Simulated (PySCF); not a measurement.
C2H4ClNOSi, SMILES N#CO[Si@H](Cl)C. Coordinates come from a PBE0-D3(BJ)/def2-SVP optimisation. The structure was generated by enumeration; whether it is a known compound was not checked. The values are those of a single conformer.

Computed equilibrium geometry at PBE0-D3(BJ)/def2-SVP (PySCF confirms it by a frequency run) as bond lengths and angles (one conformer of several):
Atoms: C1 Si2 Cl3 O4 C5 N6 H7 H8 H9 H10. Bond lengths (Å): C1–Si2 1.846, C1–H7 1.101, C1–H8 1.100, C1–H9 1.101, Si2–Cl3 2.051, Si2–O4 1.717, Si2–H10 1.477, O4–C5 1.279, C5–N6 1.162. Angles (°): Si2–C1–H7 110.4, Si2–C1–H8 110.6, Si2–C1–H9 110.1, H7–C1–H8 108.7, H7–C1–H9 108.6, H8–C1–H9 108.4, C1–Si2–Cl3 110.9, C1–Si2–O4 108.7, C1–Si2–H10 116.9, Cl3–Si2–O4 107.4, Cl3–Si2–H10 109.7, O4–Si2–H10 102.6, Si2–O4–C5 125.3, O4–C5–N6 178.9.
Charge 0, spin multiplicity 1.
